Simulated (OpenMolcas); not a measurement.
Ge⁺: effect of the active space

```yaml
Program: OpenMolcas
Method: CASSCF or its RAS form
Basis: ANO-RCC-VTZP
Scalar_Hamiltonian: DKH2, point nucleus
Spin-orbit_coupling: RASSI with atomic mean-field integrals over the reference wave functions, term energies averaged over their components
```

A. 3 electrons in 4 orbitals (4s 4p); 2S+1 = 4 odd, 1 root (0 in the spin-orbit step); 2S+1 = 2 odd, 3 roots; 2S+1 = 4 even, 3 roots; 2S+1 = 2 even, 9 roots; cost roughly 10 core-seconds
B. 3 electrons in 8 orbitals (4s 4p 5s 5p); 2S+1 = 4 odd, 1 root (0 in the spin-orbit step); 2S+1 = 2 odd, 6 roots; 2S+1 = 4 even, 3 roots; 2S+1 = 2 even, 6 roots; cost roughly 15 core-seconds
C. 3 electrons in 9 orbitals (RAS2 4s 4p; RAS3 4d, at most 2 electrons); 2S+1 = 4 odd, 1 root (0 in the spin-orbit step); 2S+1 = 2 odd, 3 roots; 2S+1 = 4 even, 3 roots; 2S+1 = 2 even, 9 roots; cost roughly 14 core-seconds

Energies in cm⁻¹ above 4s² 4p ²P°_1/2, the measured ground level; measured values from NIST Handbook of Basic Atomic Spectroscopic Data.

| Level | A | B | C | Measured |
| --- | --- | --- | --- | --- |
| 4s² 4p ²P°_1/2 | 0.0 | 0.0 | 0.0 | 0.0 |
| 4s² 4p ²P°_3/2 | 1597 | 1526 | 1610 | 1767 |
| 4s 4p² ⁴P_1/2 | 43763 | 44992 | 46721 | 51576 |
| 4s 4p² ⁴P_3/2 | 44352 | 45549 | 47307 | 52291 |
| 4s 4p² ⁴P_5/2 | 45270 | 46467 | 48213 | 53367 |

Deviations, from unrounded energies. A percentage is the sum of absolute deviations over the sum of measured energies, with the sign that they share, or ± where signs differ.

```csv
Against measurement,Levels,A,B,C
mean absolute deviation (cm-1),4,6000,5100,3800
fine structure of the ground term (%),1,-9.6,-13.6,-8.9
other configurations (%),3,-15.2,-12.9,-9.5
```

C lies closest to measurement on these levels and A furthest from it. The largest miss of C in the table is 4s 4p² ⁴P_5/2, by -5200 cm-1. The ranking rests on the paired levels alone, and a cruder setting can come out closer through cancelling errors.

Among A to C the level of the table that moves most is 4s 4p² ⁴P_1/2, by 3000 cm-1 (lowest in A, highest in C).

Some high roots are left out of the spin-orbit mixing, which shifts the levels that they would mix with. Without dynamic correlation excited terms often stand tens of per cent too high (terms of higher spin than the ground term too low), and those without a measured partner can miss by more than the paired ones. Terms of s pⁿ other than that of highest spin mix with s² pⁿ⁻² d, which this space lacks; all of them can be thousands of cm-1 off, and some have no real level of that name (holds for A; B). The run also gave levels led by 4s² 5p, 4s² 5s, which use shells meant for correlation; these and all levels above them are left out (holds for B). Active for correlation alone: 4d; no level in the range computed is led by a configuration that fills it, so any true level of that kind is missing (holds for C). Measured partners are found by configuration, term and J. A level has none where our copy of the source lacks it or the pairing is in doubt (some pairs that miss far off the trend of their configuration count as doubtful), and it then counts in no deviation. Only configurations of the active space appear. The table leaves out levels that lie high or whose names do not pair safely across all columns.

° marks odd parity.
